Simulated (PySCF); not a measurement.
Species: C9H15N.
Cartesian coordinates in Å at the GFN2-xTB level; atoms count from 1:
```
atom  x, y, z in Å
C1     4.4443    0.2498    0.5228
C2     3.0282    0.0947    0.2604
C3     1.8595   -0.0392    0.0312
C4     0.4328   -0.1751   -0.2189
C5    -0.2262    1.2123   -0.2920
C6    -1.4093    1.2314   -1.2559
C7    -2.6204    0.4402   -0.7609
N8    -2.2863   -0.9369   -0.4435
C9    -1.7058   -1.1052    0.8785
C10   -0.1694   -1.0841    0.8618
H11    4.7915   -0.5463    1.1815
H12    4.6328    1.2103    1.0028
H13    5.0061    0.2048   -0.4103
H14    0.3004   -0.6645   -1.1901
H15    0.5173    1.9310   -0.6461
H16   -0.5413    1.5293    0.7040
H17   -1.7260    2.2639   -1.4222
H18   -1.0889    0.8212   -2.2156
H19   -3.0529    0.9609    0.1142
H20   -3.3749    0.4372   -1.5525
H21   -3.1160   -1.5116   -0.5288
H22   -2.0723   -0.3213    1.5629
H23   -2.0256   -2.0665    1.2899
H24    0.1845   -0.7602    1.8434
H25    0.2072   -2.0946    0.6926
```

Probes without a nucleus sit at each ring's centroid and 1 Å off its mean plane on both sides; NICS is minus the shielding there, NICSzz its component along the normal. Level: GIAO PBE0/pcSseg-1 (PySCF, non-relativistic, gas phase) on the GFN2-xTB geometry, one conformer.

Ring bond lengths (Å), with Mayer bond orders in brackets: C4–C5 1.538 (0.98), C5–C6 1.526 (1.06), C6–C7 1.529 (1.03), C7–N8 1.452 (1.01), N8–C9 1.454 (1.02), C9–C10 1.537 (1.03), C10–C4 1.535 (1.00).

Task: What do the NICS probes read (ppm)?

Result: 
```
                 ring                                             type  NICS(0)  NICS(1), two faces  NICS(1)zz, two faces  rms pucker (Å)  centre to ring atoms, mean (Å)
C4–C5–C6–C7–N8–C9–C10  7-membered ring with N; formal bonds all single     -3.3         -2.4 / -2.6             3.1 / 3.9            0.33                            1.62
```

Task: What can be read from them?

Result: 
- C4–C5–C6–C7–N8–C9–C10: mean NICS(1)zz 3.5 ppm, deshielded. C4, C5, C6, C7, C9, C10 have four or more neighbours; no verdict on aromaticity is drawn.

Task: List the ring angles and the Hirshfeld charges of the ring atoms.

Result: 
- C4–C5–C6–C7–N8–C9–C10: C4 113.6° (-0.014 e), C5 111.9° (-0.066 e), C6 113.8° (-0.073 e), C7 112.3° (-0.026 e), N8 113.6° (-0.158 e), C9 112.8° (-0.025 e), C10 114.1° (-0.072 e); sum 792.0° against 900° for a flat convex ring.

Task: What are the shieldings of the ring atoms and their hydrogens in the same run (means over atoms taken as equivalent)?

Result: 
| atoms | environment | σ isotropic (ppm) | principal values of the symmetric part, first atom (ppm) |
| --- | --- | --- | --- |
| C4 | propargylic carbon | 155.6 | 145.0, 150.3, 171.6 |
| C5 | ring CH2 carbon | 149.0 | 132.0, 149.9, 165.0 |
| C6 | ring CH2 carbon | 149.9 | 144.8, 150.0, 154.9 |
| C7 | sp3 carbon bound to nitrogen | 127.4 | 102.0, 125.7, 154.4 |
| N8 | secondary amine nitrogen | 217.6 | 187.0, 217.0, 248.8 |
| C9 | sp3 carbon bound to nitrogen | 133.1 | 101.9, 129.3, 168.2 |
| C10 | ring CH2 carbon | 146.0 | 123.2, 153.5, 161.2 |
| H14 | methine hydrogen | 28.86 | 24.4, 30.3, 31.9 |
| H15 | methylene hydrogen | 29.70 | 23.5, 30.4, 35.2 |
| H16 | methylene hydrogen | 30.25 | 28.3, 28.9, 33.5 |
| H17 | methylene hydrogen | 30.15 | 25.1, 28.4, 37.0 |
| H18 | methylene hydrogen | 30.18 | 25.9, 29.0, 35.6 |
| H19 | methylene hydrogen | 29.32 | 24.0, 28.8, 35.2 |
| H20 | methylene hydrogen | 28.47 | 23.6, 27.5, 34.4 |

The list is cut; further classes of hydrogen are left out.
